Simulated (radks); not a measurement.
Polarisability of the niobium ion Nb5+, [Kr], at imaginary frequency. Calculated with a radial shooting solver on a logarithmic mesh with Libxc functionals: scalar-relativistic Kohn-Sham, LDA (Slater exchange, VWN5 correlation), spin-polarised, spherical densities, finite nucleus; Fermi nuclear charge, rms radius 4.324 fm. Response by self-consistent Sternheimer equations with the Hartree and adiabatic LDA kernel, the relativistic mass of each level held fixed and spin-orbit coupling left out.

w (hartree)  alpha1(iw) (bohr^3)  alpha2(iw) (bohr^5)
0.00266                    2.273                3.799
0.0143                     2.273                3.799
0.0360                     2.272                3.799
0.0697                     2.270                3.796
0.118                      2.263                3.791
0.186                      2.248                3.778
0.280                      2.216                3.751
0.413                      2.153                3.697
0.605                      2.032                3.586
0.892                      1.809                3.367
1.35                       1.445                2.946
2.12                      0.9602                2.226
3.59                      0.4964                1.279
6.94                      0.1957               0.4773
17.5                     0.05249              0.09374

Static values: alpha1 = 2.273 bohr^3 (0.3369 angstrom^3; uncoupled 3.608), alpha2 = 3.799 bohr^5, alpha3 = 13.01 bohr^7. C6 = 7.140, C8 = 69.39, triple-dipole C9 = 11.84 atomic units. One-pole (London) frequency 4 C6 / (3 alpha1^2) = 1.842 hartree, against 3.460 for minus the highest occupied eigenvalue.
